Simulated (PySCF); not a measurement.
## `F[SiH2][C@@H]1C[C@@H](O[SiH3])O1`, C3H9FO2Si2

Molfile (atoms numbered from 1):
```
C3H9FO2Si2
     RDKit          3D

 17 17  0  0  0  0  0  0  0  0999 V2000
   -3.6551   -0.5473   -0.4232 F   0  0  0  0  0  0  0  0  0  0  0  0
   -2.6714   -0.0766    0.7672 Si  0  0  0  0  0  4  0  0  0  0  0  0
   -0.9539    0.1460   -0.0160 C   0  0  2  0  0  0  0  0  0  0  0  0
   -0.1253   -1.1107   -0.3170 C   0  0  0  0  0  0  0  0  0  0  0  0
    0.7690   -0.6262    0.8315 C   0  0  1  0  0  0  0  0  0  0  0  0
    2.0668   -0.3596    0.5088 O   0  0  0  0  0  0  0  0  0  0  0  0
    2.5840    1.1258    0.0558 Si  0  0  0  0  0  4  0  0  0  0  0  0
   -0.0151    0.5409    1.0211 O   0  0  0  0  0  0  0  0  0  0  0  0
   -2.6752   -1.1749    1.7210 H   0  0  0  0  0  0  0  0  0  0  0  0
   -3.1944    1.1841    1.2626 H   0  0  0  0  0  0  0  0  0  0  0  0
   -0.9382    0.8823   -0.8270 H   0  0  0  0  0  0  0  0  0  0  0  0
   -0.6183   -2.0666   -0.1604 H   0  0  0  0  0  0  0  0  0  0  0  0
    0.3873   -1.1046   -1.2757 H   0  0  0  0  0  0  0  0  0  0  0  0
    0.7621   -1.2619    1.7304 H   0  0  0  0  0  0  0  0  0  0  0  0
    1.8784    1.5989   -1.1402 H   0  0  0  0  0  0  0  0  0  0  0  0
    3.9634    0.7599   -0.2283 H   0  0  0  0  0  0  0  0  0  0  0  0
    2.4289    2.1025    1.1290 H   0  0  0  0  0  0  0  0  0  0  0  0
  1  2  1  0
  2  3  1  0
  3  4  1  0
  4  5  1  0
  5  6  1  0
  6  7  1  0
  5  8  1  0
  8  3  1  0
  2  9  1  0
  2 10  1  0
  3 11  1  6
  4 12  1  0
  4 13  1  0
  5 14  1  1
  7 15  1  0
  7 16  1  0
  7 17  1  0
M  END
```

Computed with TDDFT BHandHLYP/def2-SVPD circular dichroism and optical rotation, one conformer, gas phase (PySCF 2.14.0). Geometry: GFN2-xTB.

The molecule is flexible and this is one conformer; a measurement averages over conformers. Singlets 5 and 6 lie within 0.01 eV of each other, so their separate moments and overlaps can depend on how they mix.

Q: Draw the ECD and absorption spectra from the lowest 12 states, each a Gaussian of half-width 0.3 eV at 1/e height.

A: 
| E (eV) | λ (nm) | Δε (L mol⁻¹ cm⁻¹) | ε (L mol⁻¹ cm⁻¹) |
| --- | --- | --- | --- |
| 6.43 | 193 | +0.11 | 2.18 |
| 6.58 | 188 | +0.46 | 9 |
| 6.73 | 184 | +1.14 | 22.5 |
| 6.88 | 180 | +1.75 | 34.9 |
| 7.03 | 176 | +1.75 | 39.7 |
| 7.18 | 173 | +1.90 | 72.9 |
| 7.33 | 169 | +4.11 | 235 |
| 7.48 | 166 | +7.83 | 610 |
| 7.63 | 162 | +4.96 | 1120 |
| 7.78 | 159 | -13.24 | 1570 |
| 7.93 | 156 | -37.79 | 1860 |
| 8.08 | 153 | -49.15 | 2120 |
| 8.23 | 151 | -45.77 | 2800 |
| 8.38 | 148 | -39.71 | 4120 |
| 8.53 | 145 | -42.41 | 5940 |
| 8.68 | 143 | -58.46 | 7650 |

Δε uses R in velocity form, ε uses f in length form. Only the states computed contribute, so the short-wavelength end is incomplete.
